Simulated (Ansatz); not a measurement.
One change: `FC[SiH2][AlH][Cl]` becomes `FC[SiH2]I`.

Ansatz, PBE0-D4/def2-TZVP geometries, multiplicity 1. Each molecule was computed in one conformer, which needn't be the lowest.

Elements past krypton have def2 core potentials.

| property | `FC[SiH2][AlH][Cl]` |
| --- | --- |
| size of the dipole moment (ωB97M-V/def2-TZVPP) / D | 3.45 |
| HOMO–LUMO gap (ωB97M-V/def2-TZVPP) / eV | 10.12 |
| HOMO energy (B3LYP/def2-TZVPP) / eV | -7.13 |
| size of the dipole moment (B3LYP/def2-TZVPP) / D | 3.47 |
| size of the dipole moment (PBE/def2-TZVPP) / D | 3.32 |
| LUMO energy (B3LYP/def2-TZVPP) / eV | -1.10 |

What does the change do to each property? (Best estimate.)

The calculation gave: 
```
                                          property  `FC[SiH2]I`  shift
size of the dipole moment (ωB97M-V/def2-TZVPP) / D         2.13  -1.32
           HOMO–LUMO gap (ωB97M-V/def2-TZVPP) / eV        11.00   0.88
               HOMO energy (B3LYP/def2-TZVPP) / eV        -7.50  -0.37
  size of the dipole moment (B3LYP/def2-TZVPP) / D         2.09  -1.38
    size of the dipole moment (PBE/def2-TZVPP) / D         1.93  -1.39
               LUMO energy (B3LYP/def2-TZVPP) / eV        -0.89   0.21
```

With PBE0 the HOMO falls by 0.42 eV and the LUMO rises by 0.24 eV, so the gap widens by about 0.66 eV. PBE moves the HOMO by -0.36 eV and ωB97M-V by -0.56 eV. Dipoles are sizes alone; their direction can turn.

B3LYP here is the variant with VWN-RPA as its local correlation; programs differ in this.

Spin–orbit coupling is left out; it splits and shifts lone-pair levels of the heavy atoms by tenths of an eV.
